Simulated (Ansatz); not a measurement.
Isolated molecules relaxed with PBE0-D4/def2-TZVP in Ansatz; ΔE leaves out vibrations. CCSD(T)/CBS adds triple-zeta CCSD(T) − MP2 to the extrapolated MP2 energy (def2 sets, frozen cores). This one scheme is used for every species. Functionals use def2-TZVPP. B3LYP here is the variant with VWN-RPA as its local correlation; programs differ in this. HSE06 is defined as in plane-wave codes. One conformer a species, not always the lowest.

Reaction (hydrogenolysis of the Si–F bond): `C=N[SiH](C)F` + H₂ → `C=N[SiH2]C` + H–F

Q: Is it downhill or uphill in electronic energy at CCSD(T)/CBS, and by how much? (Estimate.)

A: Ansatz gave: Uphill: ΔE = +133.1 kJ/mol.

Q: What do these levels give: revPBE-D4, r2SCAN-D4, B3LYP-D4, HSE06-D4, PBE, B3LYP, HSE06, BHLYP, CCSD/def2-SVP, CCSD(T)/def2-SVP, MP2/def2-TZVPP, MP2/def2-QZVPP? (An estimate is asked.)

A: Computed: revPBE-D4 128.3, r2SCAN-D4 142.4, B3LYP-D4 137.7, HSE06-D4 126.9, PBE 127.0, B3LYP 135.4, HSE06 125.8, BHLYP 137.5, CCSD/def2-SVP 121.4, CCSD(T)/def2-SVP 122.1, MP2/def2-TZVPP 135.1, MP2/def2-QZVPP 136.6 kJ/mol.

Largest T1 diagnostic among the species: 0.012.

Leaving LDA and LC-ωPBE aside and taking each functional with its dispersion term where it has one, the values spread over 15.4 kJ/mol, from HSE06-D4 to r2SCAN-D4. LDA lies +3.1 kJ/mol from PBE without D4. At CCSD(T), def2-SVP lies −11.0 kJ/mol from the extrapolated value and def2-TZVPP −1.7 kJ/mol.
